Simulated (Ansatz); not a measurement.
Reaction (ligand exchange at the Si–N bond): `CO[SiH2]N[SiH2]F` + `N[SiH2][SiH3]` → `F[SiH2]N[SiH2][SiH3]` + `CO[SiH2]N`

Calculated with Ansatz (gas phase, PBE0-D4/def2-TZVP geometries, no zero-point term in ΔE). CBS: MP2 limit from def2 TZ/QZ plus the TZ coupled-cluster correction, frozen cores. This one scheme is used for every species. Functionals use def2-TZVPP. B3LYP here is the variant with VWN-RPA as its local correlation; programs differ in this. One conformer a species, not always the lowest.

```json
{"level": "PBE-D4", "ΔE (kcal/mol)": "-1.4", "difference from CCSD(T)/CBS": "-0.3"}
{"level": "r2SCAN-D4", "ΔE (kcal/mol)": "-1.1", "difference from CCSD(T)/CBS": "0.0"}
{"level": "PBE0-D4", "ΔE (kcal/mol)": "-1.2", "difference from CCSD(T)/CBS": "-0.1"}
{"level": "B3LYP-D4", "ΔE (kcal/mol)": "-1.4", "difference from CCSD(T)/CBS": "-0.3"}
{"level": "ωB97X-V", "ΔE (kcal/mol)": "-1.1", "difference from CCSD(T)/CBS": "0.0"}
{"level": "ωB97M-V", "ΔE (kcal/mol)": "-1.2", "difference from CCSD(T)/CBS": "-0.1"}
{"level": "B2PLYP", "ΔE (kcal/mol)": "-1.1", "difference from CCSD(T)/CBS": "0.0"}
{"level": "PBE", "ΔE (kcal/mol)": "-1.2", "difference from CCSD(T)/CBS": "-0.1"}
{"level": "r2SCAN", "ΔE (kcal/mol)": "-1.0", "difference from CCSD(T)/CBS": "0.1"}
{"level": "PBE0", "ΔE (kcal/mol)": "-1.0", "difference from CCSD(T)/CBS": "0.1"}
{"level": "B3LYP", "ΔE (kcal/mol)": "-1.0", "difference from CCSD(T)/CBS": "0.1"}
{"level": "HF/def2-TZVPP", "ΔE (kcal/mol)": "-0.5", "difference from CCSD(T)/CBS": "0.6"}
{"level": "MP2/def2-TZVPP", "ΔE (kcal/mol)": "-1.2", "difference from CCSD(T)/CBS": "-0.1"}
{"level": "SCS-MP2/def2-TZVPP", "ΔE (kcal/mol)": "-1.0", "difference from CCSD(T)/CBS": "0.1"}
{"level": "CCSD/def2-TZVPP", "ΔE (kcal/mol)": "-0.9", "difference from CCSD(T)/CBS": "0.2"}
{"level": "CCSD(T)/def2-TZVPP", "ΔE (kcal/mol)": "-1.0", "difference from CCSD(T)/CBS": "0.1"}
{"level": "HF/def2-QZVPP", "ΔE (kcal/mol)": "-0.4", "difference from CCSD(T)/CBS": "0.7"}
{"level": "MP2/def2-QZVPP", "ΔE (kcal/mol)": "-1.2", "difference from CCSD(T)/CBS": "-0.1"}
{"level": "SCS-MP2/def2-QZVPP", "ΔE (kcal/mol)": "-1.1", "difference from CCSD(T)/CBS": "0.0"}
{"level": "HF/CBS(def2)", "ΔE (kcal/mol)": "-0.4", "difference from CCSD(T)/CBS": "0.7"}
{"level": "MP2/CBS(def2)", "ΔE (kcal/mol)": "-1.2", "difference from CCSD(T)/CBS": "-0.1"}
{"level": "CCSD/CBS(def2)", "ΔE (kcal/mol)": "-1.0", "difference from CCSD(T)/CBS": "0.1"}
{"level": "CCSD(T)/CBS", "ΔE (kcal/mol)": "-1.1", "difference from CCSD(T)/CBS": "0"}
```

Largest T1 diagnostic among the species: 0.012.
